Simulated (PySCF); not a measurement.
Method: PBE-D3(BJ)/def2-TZVP // PBE-D3(BJ)/def2-SVP in PySCF. Isolated molecules, 0 K electronic values unless said otherwise. One relaxed conformer stands for a flexible species; it need not be the lowest. 

Reference species: [Y(Cl)3] (neutral, multiplicity 1).

```yaml
HOMO: -7.74 eV
HOMO–LUMO gap: 4.05 eV
LUMO: -3.69 eV
```

After one change: the HOMO increases by 1.41 eV; the HOMO–LUMO gap falls by 0.74 eV; the LUMO rises by 0.67 eV.

### Question
What was changed between the two runs? The new species is one of these.
(A) [Y(NH2)3]
(B) [Y(Cl)2(NH2)]
(C) [Y(Cl)(NH2)2]

### Answer
B, [Y(Cl)2(NH2)]
